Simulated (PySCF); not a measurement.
Molecule (SMILES): O=S(F)F.
Geometry (B3LYP-D3(BJ)/def2-TZVP, fixed):
```xyz
4

O      1.3619    -0.1486    -0.3569
S      0.1670    -0.0077     0.4048
F     -0.6344     1.2320    -0.2285
F     -0.8731    -1.0862    -0.1739
```

Basis-set convergence of the lowest singlet excitation energy at PBE with PySCF. Tamm-Dancoff approximation; the state is taken by its order, and sets in which it differs in degeneracy or brightness are left out, yet its character can still change. All functions are spherical. Density fitting with generated auxiliary sets. No added dispersion term, no relativity. Reference: the value in aug-pcseg-2, 6.461 eV, itself unsure by roughly 0.002 eV (its distance from aug-cc-pV(T+d)Z).

| basis | functions | lowest singlet excitation energy (eV) |
|---|---|---|
| STO-3G | 24 | 6.211 |
| 6-31G | 40 | 6.288 |
| 6-31G** | 60 | ? |
| pcseg-1 | 60 | 6.596 |
| 6-31+G* | 76 | 6.434 |
| 6-311G** | 80 | 6.562 |
| def2-SVPD | 96 | ? |
| 6-311++G(2d,2p) | 116 | 6.451 |
| pcseg-2 | 124 | 6.523 |
| cc-pV(T+d)Z | 129 | 6.564 |
| def2-TZVP | 130 | 6.532 |
| def2-TZVPP | 135 | ? |
| 6-311++G(3df,3pd) | 164 | 6.474 |
| def2-TZVPD | 166 | ? |
| def2-TZVPPD | 171 | 6.456 |
| aug-pcseg-2 | 188 | 6.461 |
| pcseg-3 | 244 | 6.488 |
| def2-QZVPPD | 277 | 6.456 |

**Question.** Complete the blanks.

**Answer.** 
- 6-31G**, lowest singlet excitation energy (eV): 6.617
- def2-SVPD, lowest singlet excitation energy (eV): 6.470
- def2-TZVPP, lowest singlet excitation energy (eV): 6.529
- def2-TZVPD, lowest singlet excitation energy (eV): 6.458
